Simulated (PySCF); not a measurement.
Level of theory: TPSSh-D3(BJ)/def2-TZVP // B3LYP-D3(BJ)/def2-TZVP (PySCF). Gas-phase values, no solvent. 

Reference species (SMILES): `[Cl][GaH]` (neutral, multiplicity 2).

```json
{
  "dipole_moment": "2.05 D"
}
```

Changed species: `[Ga]([Cl])[Cl]` (radical fragment; the reference has radical fragment).

Question: Predict the effect on the dipole moment.

Answer: the dipole moment drops by 0.23 D, to 1.82 D.
